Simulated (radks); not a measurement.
Problem. Spherical quantum dot in the effective-mass picture: electrons in a well V = -V0 / (1 + exp((r - R)/a)) with V0 = 7.72, R = 2.7, a = 0.097, all in effective atomic units (hartree* = m*/eps^2 hartree, bohr* = eps/m* bohr), one dielectric constant everywhere. Calculated with a radial shooting solver with Libxc functionals: non-relativistic Kohn-Sham, exchange-only LDA, spin-polarised, spherical densities. Levels are named by radial order and angular momentum (1s, 1p, 1d, 2s, ...), and open shells are averaged over m. At N = 1 the configuration is 1s(up 1, down 0). Does electron 2 go into 1p up or 1s down?

Solution. Into 1s down. The total energies of the other choices lie higher by 0.436 hartree* (1p up).
